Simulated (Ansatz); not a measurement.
Gas-phase electronic energies from Ansatz, PBE0-D4/def2-TZVP geometries. CCSD(T)/CBS is the MP2 limit (def2-TZVPP, def2-QZVPP) plus CCSD(T) − MP2 in def2-TZVPP, frozen cores. This one scheme is used for every species. Functionals use def2-TZVPP. def2 core potentials past Kr. For In outer-core shells are correlated without core-valence functions, which leaves a few kJ/mol of doubt a bond. One conformer a species, not always the lowest.

`C=C[CH2][InH][F]` + H₂ → `C=C[CH2][InH2]` + H–F  (hydrogenolysis of the In–F bond)

`C=C[CH2][InH][F]`:

Cartesian coordinates in Å:
```
C -0.016 -0.307 1.843
C -0.131 -0.860 0.637
C -0.798 -0.248 -0.537
In 0.746 0.747 -1.664
F 0.435 2.686 -1.523
H -0.447 0.664 2.067
H 0.504 -0.815 2.645
H 0.322 -1.837 0.473
H -1.503 0.537 -0.260
H -1.298 -0.986 -1.165
H 2.187 0.418 -2.516
```

H₂:

Z-matrix (Å, degrees):
```
H
H 1 0.746
```

`C=C[CH2][InH2]`:

Cartesian coordinates in Å:
```
C 0.395 -0.721 -1.298
C -0.507 -0.748 -0.294
C -0.220 -0.552 1.130
In 0.119 1.558 0.578
H 1.463 -0.708 -1.102
H 0.082 -0.783 -2.331
H -1.560 -0.779 -0.572
H 0.724 -0.968 1.473
H -1.043 -0.780 1.799
H -1.237 2.537 0.200
H 1.783 1.944 0.416
```

H–F:

```xyz
2

F    -0.325    0.261    0.195
H     0.325   -0.261   -0.195
```

```
             level  ΔE (kcal/mol)
         r2SCAN-D4           15.4
        r2SCAN0-D4           13.0
           ωB97M-V           13.9
               PBE           15.0
           r2SCANh           14.3
             BHLYP           15.2
      MP2/def2-SVP           15.5
SCS-MP2/def2-TZVPP           14.1
```

(1) What does CCSD(T)/CBS give? (An estimate is asked.)

(2) What do rigid-rotor, harmonic-oscillator terms from PBE0-D4/def2-TZVP frequencies (298.15 K, 1 bar) make of the CCSD(T)/CBS value? (Estimate.)

Largest T1 diagnostic among the species: 0.014.

Answers

(1) Computed: +13.6 kcal/mol. The listed levels differ from it by 1.8, -0.6, 0.3, 1.4, 0.7, 1.6, 1.9, 0.5 kcal/mol.

(2) Computed: ΔZPE = +2.2 kcal/mol, ΔH = +15.0 kcal/mol, ΔS = 0 J/(mol·K), ΔG = +15.1 kcal/mol. Modes under 50 cm⁻¹ make the entropy rough.

From r2SCAN to r2SCAN0 (25 % exact exchange), in def2-TZVPP and without D4, ΔE moves by −2.4 kcal/mol. Leaving LDA and LC-ωPBE aside and taking each functional with its dispersion term where it has one, the values, not all of them listed here, spread over 7.2 kcal/mol, from PBE-QIDH to BLYP-D4. LDA lies −5.7 kcal/mol from PBE without D4. In def2-TZVPP, CCSD(T) changes the Hartree–Fock value by −2.7 kcal/mol (the triples alone add −0.0 kcal/mol) and MP2 by −2.7 kcal/mol.

CCSD(T)/CBS has its own doubt, a few kJ/mol and more with outer-core shells, so smaller differences from it don't rank the levels.
